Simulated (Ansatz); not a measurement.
An input meant for Cs3H3⁻ (charge -1, doublet; atoms displaced at random, 0.03 Å in each coordinate).

```yaml
crystal:
  periodic: [false, false, false]
  atoms:
    - {symbol: Cs, position_ang: [-1.726065, 2.968046, 0.368951]}
    - {symbol: Cs, position_ang: [2.620917, 0.928261, 0.035319]}
    - {symbol: Cs, position_ang: [-1.392043, -1.679408, 1.764891]}
    - {symbol: H, position_ang: [0.205832, -1.069775, -1.039965]}
    - {symbol: H, position_ang: [0.436228, -1.719758, -1.377607]}
    - {symbol: H, position_ang: [-0.187836, 0.490363, 0.341698]}
basis:
  gaussian: {orbitals: def2-TZVPD}
total_charge: -1
magnetization: {spin_polarized: true, initial_magnetization: 1}
hamiltonian: {xc: {name: B3LYP-D3}}
scf: {lower_state_search: off}
output: {forces: true}
```

```sh
$ ansatz run in.yaml --threads 4 --pin off --events-out ev --progress --plain --max-ram 3916MiB
```

It prints (some lines left out):

```
Error: YAML parse error: error: line 14 column 19: hamiltonian.xc: no functional is named "B3LYP-D3"; the names, which are not case-sensitive, are SVWN5, SPW92, PBE, PBE0, PBEsol, revPBE, revPBE0, RPBE, rPW86-PBE, HSE06, wPBEh, LC-wPBE, HISS, HF, BLYP, B3LYP, B3LYP5, BHLYP, CAM-B3LYP, r2SCAN, r2SCANh, r2SCAN0, r2SCAN50, m-r2SCAN, B97, wB97, wB97X, wB97X-V, B97M-V, wB97M-V, B2PLYP, B2GP-PLYP, PBE0-DH, PBE-QIDH
12 | total_charge: -1
13 | magnetization: {spin_polarized: true, initial_magnetization: 1}
14 | hamiltonian: {xc: {name: B3LYP-D3}}
15 | scf: {lower_state_search: off}
16 | output: {forces: true}
```

Question: What is wrong with this run?

Answer: The method's name isn't one that the program takes here. The input was rejected before any iteration.
